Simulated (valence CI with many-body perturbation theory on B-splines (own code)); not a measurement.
# Which ion has this spectrum?

A relativistic CI+MBPT calculation for an atom or ion with 13 electrons gives these levels (cm⁻¹):

```csv
J,Parity,E,g
1/2,odd,0,0.66
3/2,odd,27775,1.33
1/2,even,259386,2.65
3/2,even,271295,1.73
5/2,even,284892,1.58
3/2,even,347073,0.81
5/2,even,351225,1.21
1/2,even,417788,1.58
1/2,even,448475,1.10
3/2,even,458225,1.33
3/2,even,539835,0.80
5/2,even,543095,1.20
3/2,odd,662755,0.93
5/2,odd,669965,1.20
```

The energies are calculated, with errors of perhaps 300 cm⁻¹, more in some levels.

(1) Which is it?
A. Co14+
B. Fe13+
C. Ni15+
D. Cu16+

Answers

(1) C. Ni15+, ground level 3s2 3p 2P°_1/2.
